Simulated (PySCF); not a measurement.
Si(OH)2(SH)2 (H4O2S2Si), SMILES O[Si](O)(S)S. Atoms are numbered in the order given.

```xyz
9

O      1.5017    -0.8706     0.7635
Si     0.1780    -0.3266    -0.0633
O     -0.1518    -1.4857    -1.2023
S     -1.6172    -0.0924     1.0924
S      0.6951     1.6105    -0.8088
H      1.5138    -1.8174     0.9559
H     -0.8716    -1.3118    -1.8206
H     -1.1648     0.9935     1.7606
H      1.9862     1.2702    -1.0366
```
Charge 0, spin multiplicity 1.

Coordinates come from a B3LYP-D3(BJ)/def2-SVP optimisation. One conformer was computed; it need not be the lowest.

Two levels are set side by side: PBE/pcSseg-1 (PySCF) and PBE0/pcSseg-1 (PySCF). GIAO shifts against H2O (¹⁷O), H2S (³³S), TMS (²⁹Si), TMS (¹H) at the same level; non-relativistic, no solvent, atoms listed together averaged. Differences are taken from unrounded values.

```json
[
 {"quantity": "δ(²⁹Si) of Si2 (ppm)", "PBE": "1.2"}
]
```

Problem. These are the PBE values. What does PBE0 give? (Estimate from the structure and the level; the computed values follow.)

Solution. 
| quantity | PBE0 | PBE minus PBE0 |
|---|---|---|
| δ(²⁹Si) of Si2 (ppm) | 1.9 | -0.8 |

Rough cost on one machine, each run with all the roots and properties that it gave: PBE0 against PBE within a factor of 2.
